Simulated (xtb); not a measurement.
Al(F)(Me)(SH) (CH4AlFS), SMILES [SH][Al]([CH3])[F]. All values are semi-empirical tight-binding results from xtb (GFN2-xTB unless named), good for trends rather than for accurate numbers. Geometry: GFN2-xTB. The values are those of a single conformer.

For metal compounds this method's bond lengths and energies can be far off.

```json
{
 "orbital_gap": "3.93 eV",
 "zero_point_energy": "28.3 kcal/mol",
 "G − E(el) at 298.15 K (modified RRHO)": "8.4 kcal/mol"
}
```
